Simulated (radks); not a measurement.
Yb68+, 2 electrons, occupied as [He].

All-electron calculation, scalar-relativistic Kohn-Sham, PBE, spin-polarised, spherical densities, finite nucleus; Fermi nuclear charge, rms radius 5.3108 fm. Program: a radial shooting solver on a logarithmic mesh with Libxc functionals.

Energy parts (eV):
| part | energy |
|---|---|
| total | -142021.81 |
| kinetic | 164900.41 |
| electron-nucleus | -308252.42 |
| Hartree | 2639.01 |
| exchange-correlation | -1308.82 |

Orbitals (lengths in bohr, moments of r in powers of bohr; <r^-3> diverges for s and p1/2):
orbital  occ.  eigenvalue (eV)      <r^4>  <r^-3>
1s          2        -69868.79  7.341e-07       -

The highest occupied level is 1s at -69869 eV. The density falls to 0.001 e/bohr^3 at r = 0.13 bohr.
